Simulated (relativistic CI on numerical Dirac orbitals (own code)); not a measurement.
## One change at a time: Ba²²⁺

Base calculation: Dirac-Coulomb-Breit CI, orbitals from a KLI potential per configuration, a model potential for QED, unscaled Slater integrals.

Configuration list (outside the closed core [Ar] 3d10): 4s²4p⁴, 4s4p⁵, 4s²4p³4d, 4p⁶, 4s4p⁴4d, 4s²4p³4f, 4s4p⁴4f, 4p⁵4d, 4s4p³4d², 4s²4p²4d4f, 4p⁵4f, 4s²4p³5s, 4p⁴4d², 4p³4d³, 4p³4d²4f, 4p³4d²5s. Double excitations out of closed p, d and f shells are left out; levels of such configurations are missing from the list, as are those of other unlisted configurations, and high levels can miss mixing partners.

Variants: (1) P86 correlation estimate; (2) only the first 3 configurations; (3) non-relativistic limit. Shifts of the energy above 4s²4p⁴ ³P2, in cm⁻¹, for the lowest level and the first level of each name with at least 55 % of one term (blank where a level changes its place among those of its configuration and J or its character, or is not in the variant):

| Level | Base | Δ(1) | Δ(2) | Δ(3) |
| --- | --- | --- | --- | --- |
| 4s²4p⁴ ³P2 | 0 | 0 | 0 | 0 |
| 4s²4p⁴ ³P1 | 149471 | +1 | +616 | -149471 |
| 4s²4p⁴ ¹D2 | 175574 | +14 | +2412 | -139385 |
| 4s4p⁵ ³P°2 | 582150 | +634 | +5732 | -175273 |
| 4s4p⁵ ³P°0 | 740205 | +771 | +8252 | -333328 |
| 4s²4p³4d ³D°1 | 833879 | +1112 | +12385 | -154019 |
| 4s²4p³4d ¹S°0 | 848509 | +1109 | +15477 | -158477 |
| 4s²4p³4d ³F°3 | 860687 | +1116 | +10696 | -164678 |
| 4s²4p³4d ³D°3 | 874805 | +1111 | +12133 |  |
| 4s²4p³4d ³G°4 | 882845 | +1115 | +8410 |  |
| 4s²4p³4d ³G°5 | 920696 | +1125 | +9359 | -195408 |
| 4s²4p³4d ³S°1 | 1020267 | +1086 | +15802 |  |
| 4p⁶ ¹S0 | 1264096 | +1239 |  | -354830 |
| 4s4p⁴4d ⁵D3 | 1305626 | +1625 |  | -243080 |
| 4s4p⁴4d ⁵D2 | 1306867 | +1578 |  | -244321 |
| 4s4p⁴4d ⁵F5 | 1337085 | +1978 |  | -242897 |
| 4s4p⁴4d ⁵D0 | 1350423 | +1572 |  | -287877 |
| 4s4p⁴4d ⁵F1 | 1393014 | +2163 |  |  |

At this charge energies of transitions that change n are usually good to better than 1 %, and those within a shell (Δn = 0) to a few per cent.

Ionisation energy from the two ground configurations alone: base 716.654 eV; P86 correlation estimate 718.363 eV. The NIST ASD value (theoretical) is 717 eV.

LS names give the leading component of a level, which can be under half, so a name can repeat, a term be missing and a line seem to break the LS rules.
